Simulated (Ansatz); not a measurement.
## SiHCl2O (SMILES [O][SiH](Cl)Cl): the energy to break a bond

SiHCl2O has 5 atoms, charge 0, and is taken as a doublet. SMILES: `[O][SiH](Cl)Cl`. The shape was relaxed beforehand at B3LYP/def2-SVP.

| atom | x (Å) | y (Å) | z (Å) |
| --- | --- | --- | --- |
| O | 0.0899 | -0.7273 | 1.5366 |
| Si | 0.0893 | -0.0398 | 0.0123 |
| Cl | -0.5248 | 1.9218 | 0.0662 |
| Cl | -1.1226 | -1.0762 | -1.2858 |
| H | 1.5180 | -0.1520 | -0.3706 |

Wanted: the dissociation energy of the H5–Si2 bond into doublet H and singlet SiCl2O (shapes relaxed at B3LYP/def2-SVP, no zero-point term). 1 Eh = 2625.50 kJ/mol = 27.2114 eV. Totals in Eh; open shells run unrestricted unless said.

```tsv
level	program	SiHCl2O	doublet H	singlet SiCl2O
USVWN5/def2-TZVP	Ansatz	-1281.192764	-0.478344	-1280.668802
UB3LYP/def2-TZVP	Ansatz	-1285.898296	-0.502154	-1285.340457
UB2PLYP/def2-TZVP, 16 core orbitals frozen	Ansatz	-1285.421501	-0.498613	-1284.874514
```

Work out the dissociation energy at each level.


1. USVWN5/def2-TZVP: (-0.478344) + (-1280.668802) − (-1281.192764) = 0.045618 Eh = 119.8 kJ/mol = 1.24 eV.
2. UB3LYP/def2-TZVP: (-0.502154) + (-1285.340457) − (-1285.898296) = 0.055685 Eh = 146.2 kJ/mol = 1.52 eV.
3. UB2PLYP/def2-TZVP: (-0.498613) + (-1284.874514) − (-1285.421501) = 0.048374 Eh = 127.0 kJ/mol = 1.32 eV.

The levels span 120 to 146 kJ/mol; no measured value is set beside them. A fragment with an even electron count was run as a singlet and may have a lower triplet. A bond enthalpy at 298 K also holds the loss of zero-point energy and thermal terms.
